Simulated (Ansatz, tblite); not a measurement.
Cost and result up the ladder for TiBrF3 (5 atoms). Total charge 0; singlet. Geometry: PBE0-D4/def2-SVP.

Cartesian coordinates in Å:
```
Ti 0.042 -0.038 0.099
Br -0.810 0.745 -1.925
F 1.675 -0.537 -0.105
F -0.888 -1.377 0.648
F -0.019 1.209 1.283
```

Ansatz on 4 threads of Intel Xeon 6975P-C on a shared host; xTB runs through tblite on one thread. Times are rough, summed over both states, and most runs start from the orbitals of an earlier one. No level here is sound enough to serve as a yardstick. The other state is a triplet.

The xTB rows come from tblite.

xTB has no spin-polarisation term.

```tsv
level	functions	wall time	vertical triplet (eV)
GFN1-xTB	30	0.01 s	4.26
GFN2-xTB	30	0.01 s	4.78
PBE-D4/def2-TZVP	186	5.8 s	5.07
r2SCAN-D4/def2-TZVP	186	14 s	5.04
```
